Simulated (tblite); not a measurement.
C3H8O2SSi.
Atom-mapped SMILES: `[CH3:1][S:2][Si@H:3]([OH:4])[CH2:5][CH:6]=[O:7]` (hydrogens: H8, H9, H10 on C1; H11 on Si3; H12 on O4; H13, H14 on C5; H15 on C6)

Cartesian coordinates in Å at the GFN2-xTB level; atoms count from 1:
```
atom  x, y, z in Å
C1     2.937   -0.060    0.335
S2     1.508   -1.008    0.937
Si3    0.033   -0.166   -0.354
O4     0.127    1.443   -0.269
C5    -1.700   -0.705    0.261
C6    -2.606    0.115   -0.549
O7    -2.675    1.322   -0.486
H8     2.709    0.999    0.382
H9     3.162   -0.356   -0.684
H10    3.772   -0.297    0.986
H11    0.260   -0.606   -1.729
H12   -0.696    1.946   -0.285
H13   -1.885   -1.766    0.157
H14   -1.755   -0.419    1.310
H15   -3.197   -0.434   -1.306
```

Computed with GFN2-xTB (tblite): harmonic, unscaled wavenumbers at the GFN2-xTB geometry, gas phase. This tight-binding method is rough: wavenumbers can miss measured ones by several per cent, in bad cases by 10 to 20. Modes of hydrogen on silicon can be 10 to 20 % off. One conformer, not necessarily the lowest.

Harmonic wavenumbers (cm⁻¹): 47.4, 64.0, 98.7, 128.9, 140.7, 178.6, 185.8, 234.6, 249.2, 467.9, 514.8, 536.8, 646.6, 685.6, 700.1, 731.2, 817.8, 856.3, 902.1, 935.1, 952.9, 962.3, 1033.6, 1109.6, 1162.1, 1320.8, 1382.1, 1441.9, 1452.9, 1455.4, 1723.3, 2273.5, 2777.7, 3001.8, 3041.7, 3057.2, 3065.6, 3071.0, 3448.8.

A = 4394, B = 972.0, C = 846.5 MHz; mass 136.001 u (most abundant isotopes); point group C1, symmetry number 1.

Question: What is the zero-point energy?

Answer: Half the sum of the wavenumbers: 23428 cm⁻¹ = 66.98 kcal/mol.

Question: Entropy at 400 K, 1 bar (ideal gas, RRHO, classical rotation)?

Answer: Translation 42.12, rotation 29.75, vibration 40.45: S = 112.3 cal/(mol K).

Question: And Cp and H(400 K) − H(0)?

Answer: Cp = 43.76 cal/(mol K), of which vibrations give 35.81 (their classical limit is 39 R = 77.5); H(400 K) − H(0) = 11.15 kcal/mol without the zero-point energy, 7.97 from vibrations.

Question: How do the functions run with temperature in this model?

Answer: 
```tsv
T (K)	S (cal/(mol K))	Cp (cal/(mol K))	H − H(0) (kcal/mol)	G − H(0) (kcal/mol)	ln q(vib)
150	80.1	24.6	2.53	-9.48	3.54
250	94.5	32.6	5.39	-18.23	6.41
298.15	100.6	36.5	7.05	-22.93	7.70
600	132.2	54.3	21.03	-58.30	15.10
900	156.3	64.2	38.94	-101.71	21.46
```

q(vib) and H(0) count from the zero-point level.

Question: What must be added to the electronic energy to get the Gibbs energy at 400 K and 1 bar?

Answer: ZPE + [H(400 K) − H(0)] − T·S = 66.98 + 11.15 − 44.93 = 33.20 kcal/mol.

Question: Blend soft modes into free rotors: weight 1/[1 + (100 cm⁻¹/ν̃)⁴] for the oscillator and the rest for a rotor with moment μB/(μ + B), μ = h/(8π²ν), B = 10⁻⁴⁴ kg m². What vibrational entropy results?

Answer: 36.99 cal/(mol K) in place of 40.45, which changes −T·S at 400 K by +1.39 kcal/mol.

Hindered rotation and anharmonicity are outside this model. Other conformers, if any are populated, would add a mixing term that is left out. The structure is chiral; the term R ln 2 for an equal mix with its mirror image is left out.
